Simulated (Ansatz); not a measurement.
Consider the formal exchange of groups at a Te–Al bond: `[SiH3][CH2][AlH][TeH]` + `[NH2][AlH][SiH3]` → `[NH2][AlH][SiH2][TeH]` + `[AlH2][CH2][SiH3]`.

Isolated molecules relaxed with PBE0-D4/def2-TZVP in Ansatz; ΔE leaves out vibrations. CCSD(T)/CBS adds triple-zeta CCSD(T) − MP2 to the extrapolated MP2 energy (def2 sets, frozen cores). DFT in def2-TZVPP. def2 core potentials past Kr. For Te outer-core shells are correlated without core-valence functions, which leaves a few kJ/mol of doubt a bond. Each species was taken in one conformer, which may not be the lowest.

| level | ΔE (kJ/mol) |
| --- | --- |
| PBE0 | 62.6 |
| CCSD/CBS(def2) | 64.2 |

Problem. What does CCSD(T)/CBS give? (Best estimate.)

Solution. Ansatz gave: +63.7 kJ/mol. The listed levels differ from it by -1.1, 0.5 kJ/mol.

Largest T1 diagnostic among the species: 0.013.
